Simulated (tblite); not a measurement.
Compound: C₆H₁₀GeOS.
Atom-mapped SMILES: `[CH3:1][C:2]#[C:3][CH2:4][Ge@@H:5]1[O:6][CH2:7][CH2:8][S:9]1` (hydrogens: H10, H11, H12 on C1; H13, H14 on C4; H15 on Ge5; H16, H17 on C7; H18, H19 on C8)

Computed with GFN2-xTB (tblite), gas phase: L-BFGS steps from a force-field or distance-geometry start until the largest atomic force falls under 0.01 eV/Å.

Step 2: E = -738.9568 eV
```
atom  x, y, z in Å  |  force x, y, z in eV/Å
C1      3.1646   -1.1931    0.4724   -0.646   0.429  -0.038
C2      2.2675   -0.2699   -0.2478    1.737  -1.630   1.246
C3      1.5729    0.4820   -0.8433   -1.066   1.726  -1.506
C4      0.7654    1.4256   -1.6160   -0.345  -0.799   0.543
Ge5    -1.1295    1.3360   -0.9121    0.231  -0.095  -0.389
O6     -1.2087    1.0415    0.8389    0.008  -0.713   0.349
C7     -1.5262   -0.3351    1.1132    0.179   0.777  -1.808
C8     -2.7414   -0.7036    0.2586    0.645  -0.316   0.246
S9     -2.1782   -0.5458   -1.4680   -0.212  -0.171  -0.176
H10     4.0870   -0.7022    0.7778   -0.068   0.225  -0.073
H11     3.4403   -2.0325   -0.1653   -0.218  -0.026   0.061
H12     2.6497   -1.5300    1.3822    0.161  -0.118  -0.287
H13     0.6896    1.1491   -2.6609    0.221  -0.225  -0.190
H14     1.1064    2.4425   -1.5666    0.362   0.356   0.231
H15    -1.9445    2.5664   -1.2298   -0.199   0.330   0.108
H16    -1.7631   -0.4233    2.1255   -0.279   0.004   1.712
H17    -0.6633   -0.9824    0.8613   -0.367   0.203   0.100
H18    -3.5473    0.0106    0.4030   -0.079  -0.108   0.180
H19    -3.0510   -1.7267    0.4845   -0.065   0.153  -0.309
```

Step 3: E = -739.0561 eV
```
atom  x, y, z in Å  |  force x, y, z in eV/Å
C1      3.1590   -1.1904    0.4736   -0.176   0.193  -0.057
C2      2.2746   -0.2755   -0.2437    0.277  -0.098   0.050
C3      1.5715    0.4885   -0.8496    0.246   0.200  -0.287
C4      0.7571    1.4185   -1.6105   -0.076  -0.197   0.156
Ge5    -1.1233    1.3350   -0.9159   -0.061  -0.071  -0.300
O6     -1.2098    1.0326    0.8429    0.114  -0.261   0.069
C7     -1.5233   -0.3249    1.0908   -0.123   0.247   0.145
C8     -2.7343   -0.7073    0.2626    0.216  -0.041  -0.041
S9     -2.1802   -0.5475   -1.4694   -0.190  -0.132  -0.188
H10     4.0875   -0.6999    0.7775   -0.162   0.158  -0.087
H11     3.4389   -2.0337   -0.1657   -0.240   0.065   0.136
H12     2.6510   -1.5310    1.3800    0.083  -0.146  -0.159
H13     0.6917    1.1471   -2.6636    0.191  -0.178  -0.033
H14     1.1103    2.4473   -1.5647    0.176  -0.042   0.204
H15    -1.9468    2.5698   -1.2290   -0.132   0.259   0.117
H16    -1.7665   -0.4237    2.1435    0.017   0.100   0.369
H17    -0.6664   -0.9810    0.8627   -0.236   0.139   0.000
H18    -3.5491    0.0108    0.4044    0.107  -0.257   0.153
H19    -3.0518   -1.7256    0.4817   -0.031   0.061  -0.247
```

Step 4: E = -739.0850 eV
```
atom  x, y, z in Å  |  force x, y, z in eV/Å
C1      3.1553   -1.1863    0.4725   -0.003   0.060  -0.010
C2      2.2789   -0.2757   -0.2442   -0.030   0.190  -0.164
C3      1.5788    0.4909   -0.8544    0.384  -0.045  -0.073
C4      0.7581    1.4140   -1.6079   -0.068  -0.013   0.006
Ge5    -1.1279    1.3338   -0.9225   -0.022  -0.083  -0.198
O6     -1.2066    1.0274    0.8447    0.105  -0.037  -0.045
C7     -1.5264   -0.3206    1.0933   -0.060   0.047   0.286
C8     -2.7293   -0.7084    0.2609    0.073   0.002  -0.020
S9     -2.1842   -0.5502   -1.4734   -0.161  -0.100  -0.151
H10     4.0832   -0.6969    0.7754   -0.112   0.165  -0.065
H11     3.4334   -2.0316   -0.1619   -0.196   0.023   0.069
H12     2.6535   -1.5342    1.3757    0.006  -0.129  -0.059
H13     0.6956    1.1433   -2.6639    0.184  -0.143   0.025
H14     1.1139    2.4463   -1.5602    0.110  -0.138   0.181
H15    -1.9492    2.5750   -1.2264   -0.116   0.233   0.115
H16    -1.7662   -0.4215    2.1531    0.022   0.110   0.165
H17    -0.6721   -0.9773    0.8625   -0.179   0.086   0.032
H18    -3.5463    0.0047    0.4079    0.071  -0.206   0.120
H19    -3.0524   -1.7234    0.4763   -0.010  -0.021  -0.215
```

Task: Estimate the geometry and energy of step 5. (The exact step hangs on the optimiser's Hessian estimate; all steps are aligned on step 4, rigid shifts and turns removed.)

Result: E = -739.1185 eV, largest force 0.380 eV/Å
```
atom  x, y, z in Å  |  force x, y, z in eV/Å
C1      3.1502   -1.1789    0.4706    0.137  -0.099   0.062
C2      2.2864   -0.2730   -0.2477   -0.188   0.264  -0.199
C3      1.5974    0.4957   -0.8652    0.234  -0.090   0.009
C4      0.7611    1.4075   -1.6054   -0.052   0.135  -0.140
Ge5    -1.1381    1.3297   -0.9368    0.074  -0.057  -0.021
O6     -1.1985    1.0208    0.8457    0.042   0.195  -0.186
C7     -1.5321   -0.3155    1.1037    0.009  -0.091   0.275
C8     -2.7205   -0.7101    0.2574   -0.098  -0.003   0.059
S9     -2.1944   -0.5567   -1.4829   -0.101  -0.024  -0.038
H10     4.0736   -0.6881    0.7704    0.029   0.174  -0.008
H11     3.4197   -2.0275   -0.1542   -0.077  -0.084  -0.088
H12     2.6573   -1.5422    1.3676   -0.110  -0.060   0.088
H13     0.7062    1.1341   -2.6628    0.162  -0.072   0.048
H14     1.1218    2.4403   -1.5487    0.020  -0.171   0.120
H15    -1.9554    2.5885   -1.2192   -0.061   0.140   0.113
H16    -1.7654   -0.4152    2.1729    0.005   0.119  -0.107
H17    -0.6856   -0.9694    0.8633    0.005  -0.073   0.102
H18    -3.5402   -0.0100    0.4163   -0.061  -0.046   0.061
H19    -3.0534   -1.7207    0.4625    0.032  -0.158  -0.149
```

The energy changes by -0.0335 eV. The first-order estimate −F·Δx gives -0.0553 eV and the mean of the old and new forces, exact on a quadratic surface, -0.0335 eV. The step makes an angle of 27° with the force vector and moves no atom by more than 0.022 Å.

What follows is the cost of the whole relaxation. Hardware: an Intel Xeon at 2.50 GHz with one thread (shared host). Cost: 3.4 s of wall time.
